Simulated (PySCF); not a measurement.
**Correlation energy of Cu³⁺ (copper, charge +3)**

Starting occupation: [Ar] 3d7 4p1, 3d3/2 with m_j = +1/2, +3/2, 3d5/2 with m_j = -3/2, -1/2, +1/2, +3/2, +5/2, 4p3/2 with m_j = +3/2. All numbers are calculated (PySCF 2.14, X2C-1e with screened-nucleus spin-orbit coupling, Gaussian nucleus, in x2c-SVPall-2c with one added diffuse shell each of s, d type (6s5p4d1f, 48 functions)). Frozen: [Ne]; 16 electrons correlated; the 6 highest virtual spinors left out.

MP2 pair energies summed by pair of shells (mhartree):

| pair | energy | share (%) |
| --- | --- | --- |
| 3d-3p | -77.33 | 38.8 |
| 3d-3d | -65.41 | 32.8 |
| 3p-3p | -35.80 | 18.0 |
| 3p-3s | -6.35 | 3.2 |
| 3d-4p | -5.33 | 2.7 |
| 3d-3s | -4.83 | 2.4 |
| 3p-4p | -2.77 | 1.4 |
| 3s-3s | -1.31 | 0.7 |
| 3s-4p | -0.10 | 0.0 |

Total MP2 correlation energy: -199.21 mhartree.

The GHF reference relaxed away from the jj start to a determinant that is no pure jj level (⟨S²⟩ = 5.99, ⟨J²⟩ = 42.00); the energies belong to that determinant.

This basis was not built for core-valence correlation, so the inner-shell part is incomplete.
